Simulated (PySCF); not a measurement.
Spin-rotation constants: SMILES FCC(C=C)(Cl)Cl, C4H5Cl2F

Cartesian coordinates in Å; atom numbers follow the order of the lines, from 1:
```xyz
12

C     1.890    0.801    0.225
C     0.798    0.278   -0.301
C    -0.221   -0.527    0.436
Cl    0.075   -2.269    0.067
Cl   -0.117   -0.319    2.199
C    -1.649   -0.234   -0.023
F    -1.913    1.102    0.082
H     2.127    0.703    1.270
H     2.584    1.356   -0.381
H     0.578    0.382   -1.354
H    -1.772   -0.507   -1.077
H    -2.378   -0.766    0.596
```

Theory: GIAO B3LYP/pcSseg-1 magnetisability, rotational g tensor and spin-rotation constants, non-relativistic, gas phase in PySCF. Geometry: GFN2-xTB.

Q: Give the nuclear spin-rotation constants along the inertial axes (H = +C I·J) beside the isotropic shieldings.

A: Rotational constants 1.7732, 1.5224, 1.3798 GHz. A star marks the isotopologue with that one atom substituted, in its own axes.
| atom | isotope | Caa (kHz) | Cbb (kHz) | Ccc (kHz) | mean (kHz) | σ (ppm) |
| --- | --- | --- | --- | --- | --- | --- |
| Cl4 | 35Cl | 0.296 | 0.664 | 0.612 | 0.524 | 558.9 |
| Cl5 | 35Cl | 0.628 | 0.603 | 0.201 | 0.477 | 643.1 |
| F7 | 19F | 0.813 | 0.440 | 0.869 | 0.708 | 391.8 |
| H8 | 1H | -0.203 | -0.077 | 0.072 | -0.070 | 25.4 |
| H9 | 1H | -0.207 | -0.052 | 0.035 | -0.075 | 26.0 |
| H10 | 1H | -0.211 | -0.108 | 0.097 | -0.074 | 25.5 |
| H11 | 1H | -0.198 | -0.065 | 0.013 | -0.083 | 26.9 |
| H12 | 1H | -0.203 | -0.046 | 0.003 | -0.082 | 26.8 |
| C1 | 13C* | 0.239 | 0.523 | 0.655 | 0.472 | 52.1 |
| C2 | 13C* | 0.322 | 0.515 | 0.712 | 0.516 | 35.1 |
| C3 | 13C* | 0.468 | 0.454 | 0.358 | 0.426 | 80.7 |
| C6 | 13C* | 0.399 | 0.436 | 0.393 | 0.409 | 85.8 |

For the geometry as given, no vibrational averaging.

Q: How do the rotational constants and the g tensor change when H8, H9, H10, H11, H12 are replaced by deuterium?

A: Constants 1.5902, 1.4728, 1.2928 GHz; g -0.0027, -0.0205, -0.0153, against -0.0017, -0.0219, -0.0167 before.
